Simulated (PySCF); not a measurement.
Isomers of C6H16N2Si, from PBE0-D3(BJ)/def2-SVP geometry optimisation, gas phase (PySCF 2.14.0). One conformer each, no zero-point energy, no frequencies.

**Question.** Which is lower in electronic energy at this level?
A. `[CH3:1][NH:2][SiH2:3][N:4]1[CH2:5][CH2:6][CH2:7][C@H:8]1[CH3:9]` with C1–N2–Si3–N4 -142°, N2–Si3–N4–C5 40°, Si3–N4–C5–C6 -143°, N4–C5–C6–C7 -39°, C5–C6–C7–C8 34°, C6–C7–C8–C9 -139°: A = 2492, B = 804.9, C = 657.9 MHz, dipole 1.40 D
B. `[CH3:1][N:2]([CH3:3])[SiH2:4][N:5]1[CH2:6][CH2:7][CH2:8][CH2:9]1` with C1–N2–Si4–N5 144°, N2–Si4–N5–C6 -61°, Si4–N5–C6–C7 -125°, N5–C6–C7–C8 -21°, C6–C7–C8–C9 -2°, C7–C8–C9–N5 25°: A = 3009, B = 715.9, C = 701.8 MHz, dipole 0.82 D

**Answer.** A. That is `C1CC[C@H](N1[SiH2]NC)C`, 8.1 kcal/mol below the other.

```tsv
SMILES	mapped SMILES	E (Eh)	relative (kcal/mol)	relative (kJ/mol)	dipole (D)
CN[SiH2]N1CCC[C@H]1C	[CH3:1][NH:2][SiH2:3][N:4]1[CH2:5][CH2:6][CH2:7][C@H:8]1[CH3:9]	-636.44701	0.0	0.0	1.40
CN(C)[SiH2]N1CCCC1	[CH3:1][N:2]([CH3:3])[SiH2:4][N:5]1[CH2:6][CH2:7][CH2:8][CH2:9]1	-636.43413	8.1	33.8	0.82
```

As drawn, the lower has an N–H bond, which the higher lacks.
